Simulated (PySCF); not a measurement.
**Sr: ionisation energy**

Sr [Kr] 5s2 (1S) → Sr⁺ [Kr] 5s1 (2S), as a difference of total energies. All numbers are calculated (PySCF 2.14, the spin-free X2C one-electron Hamiltonian (Gaussian nucleus), in x2c-TZVPall). Correlated levels: valence: [Kr] frozen. The calculations carry no spin-orbit coupling.

| method | ionisation energy (eV) | error (eV) |
| --- | --- | --- |
| UHF | 4.746 | -0.949 |
| MN15 | 6.010 | +0.315 |
| BP86 | 5.841 | +0.146 |
| MP2 (valence) | 5.216 | -0.479 |
| SCS-MP2 (valence) | 5.310 | -0.385 |

Reference: 5.695 eV (measured; NIST Atomic Spectra Database, ionization energies).

Errors of the correlated levels include the incompleteness of this basis and the frozen core.

MP2 underrates the near-degeneracy of ns² with np² in the lower species.
